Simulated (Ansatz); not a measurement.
```yaml
crystal:
  periodic: [false, false, false]
  atoms:
    - {symbol: O, position_ang: [-0.647402, 1.477246, -0.604641]}
    - {symbol: B, position_ang: [-0.134300, 1.102536, 0.445371]}
    - {symbol: Sn, position_ang: [0.391057, -0.912067, 0.304101]}
    - {symbol: F, position_ang: [-0.266503, -0.899425, -1.390853]}
    - {symbol: H, position_ang: [-0.694114, 0.821347, -1.214878]}
    - {symbol: H, position_ang: [-0.013044, 1.803578, 1.282337]}
    - {symbol: H, position_ang: [1.875340, -1.391690, 0.119640]}
    - {symbol: H, position_ang: [-0.426207, -2.054150, 1.007588]}
basis:
  gaussian: {orbitals: def2-mTZVPP}
magnetization: {spin_polarized: true, initial_magnetization: 0}
hamiltonian: {xc: {name: revPBE}, dispersion: d3bj}
output: {forces: true}
```

```sh
$ ansatz run in.yaml --threads 2 --pin off --events-out ev --progress --plain --max-ram 4352MiB
```

Shortened log:

```
Functional definition: revPBE
1086 factors; their error is unknown
mean field evaluation 1: about -11329.8110 eV, gradient 4.9e1 eV
mean field evaluation 2: about -11294.4559 eV, gradient 1.1e2 eV
mean field evaluation 4: about -11337.6165 eV, gradient 6.6e0 eV
mean field evaluation 8: about -11337.7976 eV, gradient 1.7e-1 eV
mean field evaluation 16: about -11337.7871 eV, gradient 3.7e-5 eV
mean field -11337.78713575 eV, -416.6559922108 hartree, gradient 3.7e-5 eV, S^2 0.000000; 0 other end points of the search recorded, 0 dependent functions left out
reference -11337.78720527 eV, -416.6559947654 hartree; 24, 24 occupied and 99, 99 virtual orbitals, 1086 factors
Total energy: -11338.13754589 eV, -416.6688695460 hartree
Atom 0 at    -0.647402     1.477246    -0.604641 Å, force    -3.110029     6.495383    -3.213795 eV/Å
Atom 1 at    -0.134300     1.102536     0.445371 Å, force     2.398570    -1.565371     5.047662 eV/Å
Atom 2 at     0.391057    -0.912067     0.304101 Å, force     1.763422    -0.049872     4.533398 eV/Å
Atom 3 at    -0.266503    -0.899425    -1.390853 Å, force    -2.083553    -0.401789    -5.700086 eV/Å
Atom 4 at    -0.694114     0.821347    -1.214878 Å, force    -0.531882    -3.595022    -4.059653 eV/Å
Atom 5 at    -0.013044     1.803578     1.282337 Å, force     0.354515     2.050508     2.447808 eV/Å
Atom 6 at     1.875340    -1.391690     0.119640 Å, force     2.628848    -0.884265    -0.308673 eV/Å
Atom 7 at    -0.426207    -2.054150     1.007588 Å, force    -1.419890    -2.049571     1.253339 eV/Å
Dipole moment:     0.102609    -0.041689     0.234925 e Å
```

Hardware: 2 threads of an AMD EPYC 7B13 on a shared host. Wall time 2.5 s, peak host memory 0.19 GiB.
